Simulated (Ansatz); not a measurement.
Consider the atomization: `[TeH]B1N[SiH2]1` → B• + 4 H• + N• + Si• + Te•.

Isolated molecules relaxed with PBE0-D4/def2-TZVP in Ansatz; ΔE leaves out vibrations. CBS: MP2 limit from def2 TZ/QZ plus the TZ coupled-cluster correction, frozen cores. This one scheme is used for every species, atoms too. Functionals use def2-TZVPP. No spin–orbit coupling; open shells (•) take unrestricted orbitals. Spin–orbit coupling would lower the free atoms: a little for B, Si; strongly for Te. def2 core potentials past Kr. For Te outer-core shells are correlated without core-valence functions, so the limit isn't a true one: a few kJ/mol of doubt a bond, and 10 to 20 or more in all where bonds break to atoms.

CCSD(T)/CBS gives +26.26 eV.

Problem. Another level gave +17.95 eV. Which?
A. LDA (SPW92)/def2-TZVPP
B. PBE-QIDH/def2-TZVPP
C. HF/def2-TZVPP
D. r2SCAN-D4/def2-TZVPP

Solution. C. HF/def2-TZVPP 17.95, r2SCAN-D4 26.33, LDA (SPW92) 30.39, PBE-QIDH 25.99 eV.

Largest T1 diagnostic among the species: 0.014.

From BLYP to BHLYP (50 % exact exchange), in def2-TZVPP and without D4, ΔE moves by −0.69 eV: exact exchange takes away binding that semilocal exchange gives to molecules. At CCSD(T), def2-SVP lies −2.09 eV from the extrapolated value and def2-TZVPP −0.94 eV: correlation converges slowly with the basis, and small sets miss more of it in the bonded molecule than in its fragments. The D4 term adds +0.33 eV with B3LYP and +0.17 eV with PBE0; it sums over pairs of atoms, weighted by their polarisabilities, and B3LYP, whose exchange is more repulsive, gets the larger term.

B3LYP here is the variant with VWN-RPA as its local correlation; programs differ in this.

For atomizations the MP2-based limit and the directly extrapolated one differ by several kJ/mol either way, and by 10 to 25 for some Ge, Se and Sn compounds, so smaller differences from it don't rank the levels.
